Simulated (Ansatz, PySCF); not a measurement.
Reaction (SMILES): P (PH3) → [PH2] (PH2) + H atom (the H-P bond at the site shown breaks; other sites are not compared here)
Structures are relaxed separately at B3LYP-D3(BJ)/def2-TZVP in Ansatz (an electronic-structure program).

Property: bond dissociation energy (enthalpy at 298 K, with B3LYP-D3(BJ) rigid-rotor harmonic-oscillator terms from PySCF), in kcal/mol. Cores are frozen in the correlated levels unless marked. UHF or UKS for open shells. No spin-orbit coupling. No relativistic terms. CBS marks a two-point X^-3 extrapolation of the correlation energy; Hartree-Fock from the larger set.

```
level                                         program  bond dissociation energy (kcal/mol)
--------------------------------------------  -------  -----------------------------------
BHLYP/def2-TZVPD                               Ansatz                                 79.7
MN15/def2-TZVPD                                 PySCF                                 82.2
CCSD/def2-TZVPP                                Ansatz                           (withheld)
CCSD(T)/CBS(aug-cc-pV(T+d)Z,aug-cc-pV(Q+d)Z)   Ansatz                           (withheld)
```

What belongs in the gaps?


- CCSD/def2-TZVPP, bond dissociation energy (kcal/mol): 80.2
- CCSD(T)/CBS(aug-cc-pV(T+d)Z,aug-cc-pV(Q+d)Z), bond dissociation energy (kcal/mol): 82.6
